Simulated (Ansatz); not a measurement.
Ansatz results at the PBE0-D4/def2-TZVP geometry: HOMO–LUMO gap (ωB97M-V/def2-TZVPP) 10.99 eV; HOMO–LUMO gap (PBE/def2-TZVPP) 4.14 eV; LUMO energy (ωB97M-V/def2-TZVPP) 0.29 eV.

Each molecule was computed in one conformer, which needn't be the lowest.

**Question.** Which molecule gave them?
A. `C[SiH](N)[SiH2]O`
B. `CC(O)(F)BCl`
C. `OC[SeH]`
D. `BrB1CCO1`

**Answer.** B. The others give `BrB1CCO1`: 12.33, 5.74, 1.86; `OC[SeH]`: 10.73, 4.70, 1.66; `C[SiH](N)[SiH2]O`: 10.71, 4.91, 1.35.
